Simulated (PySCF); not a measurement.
# Complete the spectrum of C6H4Se

Compound: C₆H₄Se.
Structure used (PBE0-D3(BJ)/def2-SVP), in Å, numbered top down from 1:
```xyz
11
C6H4Se angstrom
C      3.1136    0.6081    0.1190
C      1.9109    0.4518    0.0465
C      0.5120    0.2876   -0.0360
C     -0.2021   -0.8832   -0.1684
C     -1.6134   -0.7244   -0.2244
C     -2.0481    0.5702   -0.1385
Se    -0.6446    1.7618    0.0296
H      4.1776    0.7417    0.1824
H      0.2979   -1.8514   -0.2241
H     -2.2996   -1.5673   -0.3280
H     -3.0796    0.9210   -0.1605
```

Computed, not measured: TDDFT CAM-B3LYP/def2-SVPD, vertical, gas phase, core orbitals frozen in the response (PySCF 2.14.0, density-fitted response routines). Relativistic effects, spin–orbit coupling among them, are left out although an element past zinc is present.

Lowest singlets, with some entries withheld (?).

```tsv
state	ν̃ (cm⁻¹)	f	main configurations (H = HOMO, L = LUMO)
S1	37430	0.204	H→L (88%)
S2	41180	0.0000	H→L+1 (73%), H→L+4 (10%)
S3	41440	0.119	H-1→L (88%)
S4	43540	0.0001	H-1→L+1 (67%), H-2→L (14%)
S5	43660	0.0003	H-2→L (74%), H-1→L+1 (13%)
S6	?	0.0002	H→L+2 (24%), H→L+3 (20%), H→L+4 (14%)
S7	?	0.0042	H→L+2 (50%), H→L+3 (39%)
S8	?	0.042	H-3→L (37%), H→L+5 (20%), H-2→L+1 (9%)
S9	?	0.019	H-1→L+2 (78%)
S10	?	0.0006	H-1→L+3 (26%), H→L+6 (19%), H→L+3 (16%)
```

(1) What stands in place of each question mark?

(2) How far apart are S2 and S8, in eV and cm⁻¹?

(3) Where do the lowest triplets lie (Tamm–Dancoff)?

(4) What is the vertical ionisation energy by ΔSCF at this level?

## Answers

(1) 
- S6: ν̃ = 46940 cm⁻¹
- S7: ν̃ = 51420 cm⁻¹
- S8: ν̃ = 52660 cm⁻¹
- S9: ν̃ = 54170 cm⁻¹
- S10: ν̃ = 55970 cm⁻¹

(2) 6.529 − 5.105 = 1.424 eV, or about 11480 cm⁻¹.

(3) T1 2.98 eV, H→L (92%); T2 3.94 eV, H-1→L (94%); T3 4.79 eV, H→L+1 (50%), H-2→L (12%), H→L+4 (10%); T4 4.93 eV, H→L+5 (42%), H-3→L (36%). E(S1) − E(T1) = +1.66 eV.

(4) 8.42 eV; −ε(HOMO) is 7.76 eV.
